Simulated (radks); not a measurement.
Task: The table gives one normalised radial function P(r) = r R(r) (large component) of Rh3+ in [Ar] 3d10 4p6 4d6 4f2 (r in bohr). All-electron calculation, Dirac Kohn-Sham, LDA (Slater exchange, Perdew-Wang correlation), spin-unpolarised, spherical densities, finite nucleus; open shells fill j = l - 1/2 first; Fermi nuclear charge, rms radius 4.4945 fm. Program: a radial shooting solver on a logarithmic mesh with Libxc functionals.

r,P
0.002674,0.0000
0.004119,0.0001
0.006345,0.0002
0.009773,0.0007
0.01517,0.0025
0.02337,0.0081
0.036,0.0245
0.0559,0.0693
0.08611,0.1681
0.1326,0.3347
0.2043,0.4931
0.3172,0.4129
0.4886,-0.0891
0.7527,-0.7508
1.169,-0.9549
1.8,-0.5797
2.773,-0.1652
4.271,-0.0167
6.632,-0.0003
10.21,0.0000

Which n and l does it have? It may be an empty orbital.

Result: n = 4, l = 2: the number of nodes gives n - l - 1 = 1, the rise at small r points to l (this Dirac orbital starts outside the nucleus as r^gamma with gamma = sqrt((l + 1)^2 - (Z/c)^2) = 2.98; the j = 5/2 orbital of l + 1 starts with the same power, but with a smaller coefficient, and then steepens), and the extent must fit the shell. The curve is that of 4d5/2; the two j differ most near the nucleus, where j = l - 1/2 has the larger amplitude, and in heavy atoms j = l - 1/2 is also the more compact. 4d5/2: eigenvalue -52.829 eV, 1 radial node at r = 0.461 bohr, <r> = 1.26 bohr, 90 % of the charge inside 1.92 bohr.
